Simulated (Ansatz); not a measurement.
thionyl fluoride (F2OS), singlet, geometry from GFN2-xTB, with bond 4-2 at 1.8 times its length; SC-NEVPT2/def2-SVP, CASSCF(4,4) (Ansatz, a quantum-chemistry and plane-wave program).

Here is a job for Ansatz.
Ansatz 0.2 input:
```yaml
crystal:
  periodic: [false, false, false]
  atoms:
    - {symbol: O, position_ang: [1.37207111, -0.13977988, -0.35265342]}
    - {symbol: S, position_ang: [0.19542235, -0.00076459, 0.41128400]}
    - {symbol: F, position_ang: [-0.67460128, 1.25689128, -0.25838311]}
    - {symbol: F, position_ang: [-1.76272088, -2.03569812, -0.61580091]}
basis:
  gaussian:
    orbitals: def2-SVP
magnetization: {spin_polarized: false}
correlation: {method: sc_nevpt2, electrons: all, active_space: {window: {electrons: 4, orbitals: 4}}}
```

Write the output that Ansatz gives for this input, abridged.


```
Functional definition: HF
547 factors; integrals over basis functions are off by at most 7.6e-4 eV
mean field evaluation 1: about -18241.2930 eV, gradient 5.8e1 eV
mean field evaluation 2: about -18241.3412 eV, gradient 5.8e1 eV
mean field evaluation 4: about -18246.2125 eV, gradient 3.1e1 eV
mean field evaluation 8: about -18248.4637 eV, gradient 2.5e0 eV
mean field evaluation 16: about -18248.5425 eV, gradient 9.9e-2 eV
mean field -18248.54270624 eV, -670.6215751478 hartree, gradient 1.8e-6 eV, S^2 0.000000; 0 other end points of the search recorded, 0 dependent functions left out; unrestricted orbitals would lower it
reference -18248.54270624 eV, -670.6215751478 hartree; 21, 21 occupied and 39, 39 virtual orbitals, 547 factors
state -18252.96253779 eV, -670.7840009616 hartree
state -18252.96253779 eV, -670.7840009616 hartree; corrected -18270.15278029 eV, -671.4157307212 hartree
state -18252.74827269 eV, -670.7761268641 hartree
state -18252.74827269 eV, -670.7761268641 hartree; corrected -18270.26375688 eV, -671.4198090359 hartree
state -18252.74827269 eV, -670.7761268641 hartree; corrected -18270.26375688 eV, -671.4198090359 hartree
WARN: the results are in doubt because another end's mean lies 0.214 eV lower, and its corrected mean 0.111 eV higher
Total energy: -18270.26375688 eV, -671.4198090359 hartree
In doubt: another end's mean lies 0.214 eV lower, and its corrected mean 0.111 eV higher
```
